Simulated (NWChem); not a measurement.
Everything below was run with NWChem. System: H$_{3}$BF$_{2}$O, charge 0, spin multiplicity 1, at a geometry optimised with B3LYP/def2-SVP. The structure started from a generated list of species. Level: RHF/def2-TZVP.

Job file:

```
start mol
memory heap 200 mb stack 800 mb global 1000 mb
geometry units angstroms nocenter noautoz
  B     -0.439763    -0.369066     0.000000
  H     -0.693623    -1.548447     0.000000
  F     -0.639316     0.334543     1.143393
  F     -0.639316     0.334543    -1.143393
  O      1.392001    -0.369535     0.000000
  H      1.632059     0.164145     0.776024
  H      1.632059     0.164145    -0.776024
  symmetry group Cs
end
basis spherical
  * library def2-tzvp
end
scf
  rhf
  nopen 0
  maxiter 100
  thresh 1e-7
  semidirect memsize 60000000 filesize 0
end
task scf energy
```

Part of the output:

```
             Northwest Computational Chemistry Package (NWChem) 7.3.0
             --------------------------------------------------------

                                NWChem Input Module
                                -------------------

 Scaling coordinates for geometry "geometry" by  1.889725989
 (inverse scale =  0.529177249)

 Turning off AUTOSYM since
 SYMMETRY directive was detected!

                             Geometry "geometry" -> ""
                             -------------------------

 Output coordinates in angstroms (scale by  1.889725989 to convert to a.u.)

  No.       Tag          Charge          X              Y              Z
 ---- ---------------- ---------- -------------- -------------- --------------
    1 B                    5.0000    -0.43976300    -0.36906600     0.00000000
    2 H                    1.0000    -0.69362300    -1.54844700     0.00000000
    3 F                    9.0000    -0.63931600     0.33454300     1.14339300
    4 F                    9.0000    -0.63931600     0.33454300    -1.14339300
    5 O                    8.0000     1.39200100    -0.36953500     0.00000000
    6 H                    1.0000     1.63205900     0.16414500     0.77602400
    7 H                    1.0000     1.63205900     0.16414500    -0.77602400

 Effective nuclear repulsion energy (a.u.)     124.0230847721

            Nuclear Dipole moment (a.u.)
            ----------------------------
        X                 Y               Z
 ---------------- ---------------- ----------------
     0.0000000000     0.0000132281     0.0000000000

      Symmetry information
      --------------------

 Group name             Cs
 Group number              2
 Group order               2
 No. of unique centers     5

      Symmetry unique atoms

     1    2    3    5    6


 Summary of "ao basis" -> "" (spherical)
 ------------------------------------------------------------------------------
       Tag                 Description            Shells   Functions and Types
 ---------------- ------------------------------  ------  ---------------------
 *                         def2-tzvp                  on all atoms

 Summary of "ao basis" -> "ao basis" (spherical)
 ------------------------------------------------------------------------------
       Tag                 Description            Shells   Functions and Types
 ---------------- ------------------------------  ------  ---------------------
 B                         def2-tzvp                11       31   5s3p2d1f
 H                         def2-tzvp                 4        6   3s1p
 F                         def2-tzvp                11       31   5s3p2d1f
 O                         def2-tzvp                11       31   5s3p2d1f

                                 NWChem SCF Module
                                 -----------------

  ao basis        = "ao basis"
  functions       =   142
  atoms           =     7
  closed shells   =    17
  open shells     =     0
  charge          =   0.00
  wavefunction    = RHF
  use symmetry    = T
  symmetry adapt  = T

 Summary of "ao basis" -> "ao basis" (spherical)
 ------------------------------------------------------------------------------
       Tag                 Description            Shells   Functions and Types
 ---------------- ------------------------------  ------  ---------------------
 B                         def2-tzvp                11       31   5s3p2d1f
 H                         def2-tzvp                 4        6   3s1p
[...]
  Numbering of irreducible representations:

     1 a'          2 a"

  Orbital symmetries:

     1 a"          2 a'          3 a'          4 a'          5 a'
     6 a"          7 a'          8 a"          9 a'         10 a'
    11 a"         12 a'         13 a'         14 a"         15 a"
    16 a'         17 a'         18 a'         19 a"         20 a'
    21 a'         22 a"         23 a'         24 a'         25 a'
    26 a"         27 a'

             Final eigenvalues
             -----------------

              1
    1  -26.2715
    2  -26.2714
    3  -20.6531
    4   -7.6888
    5   -1.6019
    6   -1.5697
    7   -1.4412
    8   -0.8037
    9   -0.7978
   10   -0.7194
   11   -0.7128
   12   -0.7020
   13   -0.6597
   14   -0.6293
   15   -0.6129
   16   -0.5862
   17   -0.4977
   18    0.1043
   19    0.1665
   20    0.1673
   21    0.1820
   22    0.2012
   23    0.2314
   24    0.3159
   25    0.3383
   26    0.4559
   27    0.4888

                       ROHF Final Molecular Orbital Analysis
                       -------------------------------------

 Vector   15  Occ=2.000000D+00  E=-6.128720D-01  Symmetry=a"
              MO Center= -6.2D-01,  3.0D-01,  1.9D-15, r^2= 1.8D+00
   Bfn.  Coefficient  Atom+Function         Bfn.  Coefficient  Atom+Function
  ----- ------------  ---------------      ----- ------------  ---------------
    45      0.273252  3 F  pz                76      0.273252  4 F  pz
    48      0.238476  3 F  pz                79      0.238476  4 F  pz
    44     -0.202900  3 F  py                75      0.202900  4 F  py
    47     -0.177366  3 F  py                78      0.177366  4 F  py

 Vector   16  Occ=2.000000D+00  E=-5.861922D-01  Symmetry=a'
              MO Center=  7.0D-01, -1.6D-01,  5.8D-16, r^2= 2.1D+00
   Bfn.  Coefficient  Atom+Function         Bfn.  Coefficient  Atom+Function
  ----- ------------  ---------------      ----- ------------  ---------------
   105      0.320821  5 O  px               108      0.301914  5 O  px
   106     -0.210247  5 O  py               111      0.199365  5 O  px
   109     -0.195213  5 O  py                43      0.186602  3 F  px
    74      0.186602  4 F  px                46      0.164490  3 F  px
    77      0.164490  4 F  px

 Vector   17  Occ=2.000000D+00  E=-4.977103D-01  Symmetry=a'
              MO Center= -4.9D-01, -9.0D-01, -2.9D-14, r^2= 1.7D+00
   Bfn.  Coefficient  Atom+Function         Bfn.  Coefficient  Atom+Function
  ----- ------------  ---------------      ----- ------------  ---------------
    33      0.254136  2 H  s                  7     -0.219354  1 B  py
    34      0.188230  2 H  s                 10     -0.185336  1 B  py
    32      0.173430  2 H  s                 44      0.161965  3 F  py
    75      0.161965  4 F  py

 Vector   18  Occ=0.000000D+00  E= 1.042687D-01  Symmetry=a'
              MO Center=  1.7D+00,  3.7D-01, -9.7D-14, r^2= 4.1D+00
   Bfn.  Coefficient  Atom+Function         Bfn.  Coefficient  Atom+Function
  ----- ------------  ---------------      ----- ------------  ---------------
   104      1.377198  5 O  s                133     -0.908590  6 H  s
   139     -0.908590  7 H  s                  5     -0.586374  1 B  s
     4      0.579408  1 B  s                112      0.274750  5 O  py
   102      0.182432  5 O  s                103     -0.152284  5 O  s

 Vector   19  Occ=0.000000D+00  E= 1.664756D-01  Symmetry=a"
              MO Center=  1.2D+00,  9.3D-02,  5.9D-13, r^2= 6.5D+00
   Bfn.  Coefficient  Atom+Function         Bfn.  Coefficient  Atom+Function
  ----- ------------  ---------------      ----- ------------  ---------------
   133      1.345825  6 H  s                139     -1.345825  7 H  s
    14      0.735802  1 B  pz               113     -0.647715  5 O  pz
    11     -0.226338  1 B  pz                42     -0.217441  3 F  s
    73      0.217441  4 F  s                107     -0.169923  5 O  pz

 Vector   20  Occ=0.000000D+00  E= 1.672664D-01  Symmetry=a'
              MO Center= -1.9D+00, -7.7D-01, -2.3D-14, r^2= 5.0D+00
   Bfn.  Coefficient  Atom+Function         Bfn.  Coefficient  Atom+Function
  ----- ------------  ---------------      ----- ------------  ---------------
     5      2.643671  1 B  s                  4     -2.238761  1 B  s
    34     -1.265497  2 H  s                 12     -0.903621  1 B  px
    13     -0.804843  1 B  py               104      0.387482  5 O  s
     3      0.289399  1 B  s                 42      0.242816  3 F  s
    73      0.242816  4 F  s                 51     -0.215336  3 F  pz

 center of mass
 --------------
 x =  -0.11884067 y =   0.04189285 z =   0.00000000

 moments of inertia (a.u.)
 ------------------
         218.772487820583          45.889208022596           0.000000000000
          45.889208022596         375.410976789731           0.000000000000
           0.000000000000           0.000000000000         230.728576585302

  Mulliken analysis of the total density
  --------------------------------------

    Atom       Charge   Shell Charges
 -----------   ------   -------------------------------------------------------
    1 B    5     4.40   0.91  1.07  0.46  0.26  0.02  0.83  0.47  0.04  0.13  0.17  0.06
    2 H    1     1.06   0.26  0.53  0.26  0.01
    3 F    9     9.39   0.77  1.20  0.59  0.99  0.37  2.25  2.28  0.91  0.00  0.01  0.00
    4 F    9     9.39   0.77  1.20  0.59  0.99  0.37  2.25  2.28  0.91  0.00  0.01  0.00
    5 O    8     8.55   0.79  1.18  0.55  0.98  0.22  1.86  2.11  0.83  0.00  0.02  0.00
    6 H    1     0.61   0.24  0.30  0.03  0.04
    7 H    1     0.61   0.24  0.30  0.03  0.04

       Multipole analysis of the density wrt the origin
       ------------------------------------------------

     L   x y z        total         open         nuclear
     -   - - -        -----         ----         -------
     0   0 0 0     -0.000000      0.000000     34.000000

     1   1 0 0      1.426707      0.000000      0.000000
     1   0 1 0      0.229965      0.000000      0.000013
     1   0 0 1      0.000000      0.000000      0.000000

     2   2 0 0    -13.662139      0.000000    105.823802
     2   1 1 0      2.430406      0.000000    -19.796646
     2   1 0 1     -0.000000      0.000000      0.000000
     2   0 2 0    -17.823357      0.000000     22.282067
     2   0 1 1     -0.000000      0.000000      0.000000
     2   0 0 2    -17.720511      0.000000     88.336284

 Task  times  cpu:        6.5s     wall:        6.5s

 Total times  cpu:        6.5s     wall:        6.5s
```
